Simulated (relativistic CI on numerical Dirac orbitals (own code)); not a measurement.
# Ru XVI: sensitivity of the levels to the model

Base calculation: Dirac-Coulomb-Breit CI, KLI orbitals optimised for each configuration, QED by a radiative potential, unscaled Slater integrals.

CI space (outside the closed core [Ar]): 3d¹⁰4s, 3d¹⁰4p, 3d¹⁰4d, 3d¹⁰4f, 3d¹⁰5s, 3d¹⁰5p, 3d¹⁰5d, 3d¹⁰5f, 3d¹⁰5g, 3d¹⁰6s, 3d¹⁰6p, 3d⁹4s², 3d¹⁰6d, 3d¹⁰6f, 3d¹⁰7s, 3d⁹4s4p, 3d¹⁰8s, 3d⁹4s4d, 3d⁹4s4f, 3d⁹4s5s, 3d⁹4s5p, 3d⁹4s5d, 3d⁹4s5f. Double excitations out of closed p, d and f shells are left out; levels of such configurations are missing from the list, as are those of other unlisted configurations, and high levels can miss mixing partners.

Variants: (1) valence Slater integrals scaled by 0.9; (2) Breit term removed. Shifts of the energy above 3d¹⁰4s ²S1/2, in cm⁻¹, for the lowest level and the first level of each name with at least 55 % of one term (blank where a level changes its place among those of its configuration and J or its character, or is not in the variant):

| Level | Base | Δ(1) | Δ(2) |
| --- | --- | --- | --- |
| 3d¹⁰4s ²S1/2 | 0 | 0 | 0 |
| 3d¹⁰4p ²P°1/2 | 265566 | +243 | -664 |
| 3d¹⁰4p ²P°3/2 | 308071 | +239 | +32 |
| 3d¹⁰4d ²D3/2 | 743291 | +7 | +673 |
| 3d¹⁰4d ²D5/2 | 750644 | +7 | +976 |
| 3d¹⁰4f ²F°5/2 | 1190059 | +15 | +1198 |
| 3d¹⁰4f ²F°7/2 | 1190289 | +15 | +1311 |
| 3d¹⁰5s ²S1/2 | 1326849 | +74 | +729 |
| 3d¹⁰5p ²P°1/2 | 1444981 | +39 | +416 |
| 3d¹⁰5p ²P°3/2 | 1463103 | +43 | +713 |
| 3d¹⁰5d ²D3/2 | 1655693 | +2 | +967 |
| 3d¹⁰5d ²D5/2 | 1659017 | +2 | +1119 |
| 3d¹⁰5f ²F°5/2 | 1850438 | +6 | +1211 |
| 3d¹⁰5f ²F°7/2 | 1850655 | +6 | +1280 |

At this charge energies of transitions that change n are usually good to better than 1 %, and those within a shell (Δn = 0) to a few per cent.

Ionisation energy from the two ground configurations alone: base 375.001 eV; Breit term removed 375.155 eV. The NIST ASD value (measured) is 376.25 eV.

LS names give the leading component of a level, which can be under half, so a name can repeat, a term be missing and a line seem to break the LS rules.
